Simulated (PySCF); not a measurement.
## Relaxation of triplet PdH₃⁺

Computed with PySCF, UPBE0, basis Pd def2-TZVP with ECP28, H def2-TZVP (scalar-relativistic core potentials, no spin–orbit coupling, density fitting). A (50,194) grid was used.

A start at or just off a symmetric point, pushed along the force that breaks its symmetry, of Cs symmetry, free to break it:

```xyz
4
charge 1 multiplicity 3, angstrom
Pd   -0.0003    0.0000   -0.0080
H     1.5269    0.0000    0.2779
H    -0.7458    1.4198    0.2788
H    -0.7458   -1.4198    0.2788
```

What forces act on the atoms at the start (eV/Å)?


```tsv
atom	Fx	Fy	Fz
Pd1	-0.65	0.00	0.07
H2	-0.98	0.00	0.06
H3	0.82	0.96	-0.07
H4	0.82	-0.96	-0.07
```

What does it relax to?

It ends at C2v with Pd–H 1.681 Å, Pd–H 1.801 Å (×2); H–Pd–H 36.7° (×2), H–Pd–H 73.3° (after a last refinement on a finer grid). A frequency run shows 1 imaginary mode, down to 1819i cm⁻¹, so it is a saddle point.

How much energy is released, and in how many steps?

149.1 kJ/mol in 18 steps.

Other spin states or occupations of the open shell can lie lower. At this level a singlet minimum of Cs symmetry lies 224 kJ/mol below this structure.

The relaxation took about 2.1 core-minutes on a shared host.
